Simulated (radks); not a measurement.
Results of a calculation; reference values are marked as such.
The tantalum ion Ta+ inside a hard spherical wall (all orbitals vanish at R), configuration held at [Xe] 4f14 5d3 6s1 and not refilled when levels cross. Code: a radial shooting solver on a logarithmic mesh with Libxc functionals. Model: scalar-relativistic Kohn-Sham, PBEsol, spin-unpolarised, spherical densities, finite nucleus; Fermi nuclear charge, rms radius 5.3507 fm. Eigenvalues in eV, with the zero of energy where the potential of the charges vanishes at infinity; a dash marks a level that is unbound or too diffuse for the functional's potential to be trusted. A positive occupied level is held by the wall or, in an anion where self-interaction has pushed it up, behind a barrier. The pressure on the wall is -dE/dV.

R (bohr) = free: E (hartree) -15597.3247; kinetic (hartree) 17129.871; e(5p) -46.662; e(4f) -31.961; e(6s) -11.657; e(5d) -10.534; e(6p, empty) -6.586; e(7s, empty) -; pressure (GPa) 0
R (bohr) = 20: E (hartree) -15597.3247; kinetic (hartree) 17129.871; e(5p) -46.662; e(4f) -31.961; e(6s) -11.657; e(5d) -10.534; e(6p, empty) -6.586; e(7s, empty) -; pressure (GPa) < 0.0001
R (bohr) = 10: E (hartree) -15597.3246; kinetic (hartree) 17129.872; e(5p) -46.657; e(4f) -31.956; e(6s) -11.653; e(5d) -10.530; e(6p, empty) -6.560; e(7s, empty) -2.369; pressure (GPa) 0.00188
R (bohr) = 6: E (hartree) -15597.3040; kinetic (hartree) 17130.028; e(5p) -46.010; e(4f) -31.275; e(6s) -10.957; e(5d) -9.949; e(6p, empty) -4.936; e(7s, empty) 6.841; pressure (GPa) 1.90
R (bohr) = 3.5: E (hartree) -15596.5990; kinetic (hartree) 17133.137; e(5p) -39.473; e(4f) -23.899; e(6s) 2.593; e(5d) -2.402; e(6p, empty) 15.743; e(7s, empty) 67.288; pressure (GPa) 214
R (bohr) = 2.5: E (hartree) -15593.1564; kinetic (hartree) 17147.095; e(5p) -24.888; e(4f) -7.344; e(6s) 48.520; e(5d) 18.165; e(6p, empty) 74.247; e(7s, empty) 199.60; pressure (GPa) 3150
R (bohr) = 2: E (hartree) -15584.7763; kinetic (hartree) 17178.928; e(5p) 0.862; e(4f) 17.852; e(6s) 130.88; e(5d) 53.501; e(6p, empty) 169.45; e(7s, empty) 391.50; pressure (GPa) 17700
R (bohr) = 1.5: E (hartree) -15549.5822; kinetic (hartree) 17299.165; e(5p) 88.554; e(4f) 84.034; e(6s) 381.12; e(5d) 164.52; e(6p, empty) 442.13; e(7s, empty) 898.21; pressure (GPa) 148000
